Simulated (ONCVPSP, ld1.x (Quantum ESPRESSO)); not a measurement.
Pseudopotentials across the periodic table

Generated with ld1.x 7.5 (TM, RRKJ, ultrasoft, PAW), atompaw 4.2 or ONCVPSP 4.0.1. The cutoff is in Ry: for ld1.x and atompaw files where the sum of valence levels is converged to 10 mRy in a Bessel basis, for ONCV files where the hardest occupied wave has 1 mHa per electron of residual kinetic energy. The error is the largest all-electron minus pseudo excitation energy over each file’s own four to seven test configurations (ionisations up to +4, promotions, holes and added fractions of an electron), all of which were solved. The labels leave out finer settings (local radius, basis sizes, second energies), which also bear on the numbers. Spin-polarised tests are not counted. The rows are a selection from randomly drawn settings: files with unsolved tests, undetermined cutoffs or missed reference levels are left out.

A true bound ghost makes a file unfit for plane-wave use even where its test errors are small: the radial tests pick states by their node count and pass the ghost by.

| element | potential | cutoff (Ry) | largest error (meV) | bound ghosts |
| --- | --- | --- | --- | --- |
| N | TM semilocal, PBE, scalar-relativistic, rc 0.85/0.95 (sp), local p, core correction yes, reference 2s2 2p1 | 100 | +45 | none |
| Al | PAW, PW91, scalar-relativistic, rc 2.25/2.35/1.95 (spd), local d, core correction yes, reference 3s1 3p0 | 6 | -16 | none |
| Fe | ONCV, revPBE, scalar-relativistic, rc 2.50/2.40/1.85 (spd), local smoothed, core correction no, reference 3d6 4s2, qcut 2.9/3.6/8.9, projectors 2/2/3 | 60 | +191 | none |
| Mo | TM semilocal, revPBE, scalar-relativistic, rc 2.55/2.70/1.70 (spd), local d, core correction yes, reference 4d4 5s0 5p0 | 40 | -897 | none |
| Sn | ultrasoft, PBE, fully relativistic, rc 1.95/2.25/1.70 (spd), local smoothed, core correction yes, reference 4d10 5s2 5p0 | 40 | -554 | none |
| Sn | TM, PBEsol, scalar-relativistic, rc 1.75/1.80/1.35 (spd), local p, core correction yes, reference 4d10 5s2 5p1 | 90 | -376 | s |

(1) Fill in the row for W: ONCV, LDA (Perdew-Wang 92), scalar-relativistic, rc 1.54/1.48/1.92 (spd), local smoothed, core correction no, reference 5s2 5p6 5d4 6s2, qcut 7.5/8.3/7.3, projectors 2/2/2.

(2) Fill in the row for Pd: TM, LDA (PZ), scalar-relativistic, rc 1.40/1.60/1.40/1.70 (spdf), local d, core correction yes, reference 4s2 4p6 4d10 5s0 5p0.

(3) Fill in the row for Au: TM, PBE, fully relativistic, rc 2.15/3.65/1.55 (spd), local s, core correction yes, reference 5d10 6s1 6p0.

## Answers

(1) cutoff 58 Ry, largest error -12 meV, bound ghosts: none.

(2) cutoff 80 Ry, largest error +570 meV, bound ghosts: none.

(3) cutoff 45 Ry, largest error -1011 meV, bound ghosts: none.
